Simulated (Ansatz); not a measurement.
Basis-set extrapolation for `F/C=[CH]/[AlH2]` (PBE0-D4/def2-TZVP geometry, frozen core, Ansatz 0.2.0). Multiplicity 1, RHF reference.

|  | def2-TZVPP | def2-QZVPP |
| --- | --- | --- |
| HF | -419.465647 | -419.480732 |
| MP2 correlation | -0.646122 | -0.696666 |
| CCSD(T) correlation | -0.702475 | not run |

Energies in hartree. Use E(X) = E(∞) + A·exp(−7.88·√X) for Hartree–Fock and E(X) = E(∞) + B·X^(−2.97) for correlation, with X = 3 and 4, and add CCSD(T) minus MP2 of the smaller set to the MP2 limit.

Question: What is the CCSD(T) energy at the basis-set limit?

Answer: HF limit: -419.480732 + (-0.015085) × 0.13774 = -419.48281. MP2 limit: -0.696666 + (-0.050544) × 0.74074 = -0.73411. Higher-order term: -0.702475 − (-0.646122) = -0.05635. Total: -420.27327 hartree, 276.1 kJ/mol below CCSD(T)/def2-TZVPP.
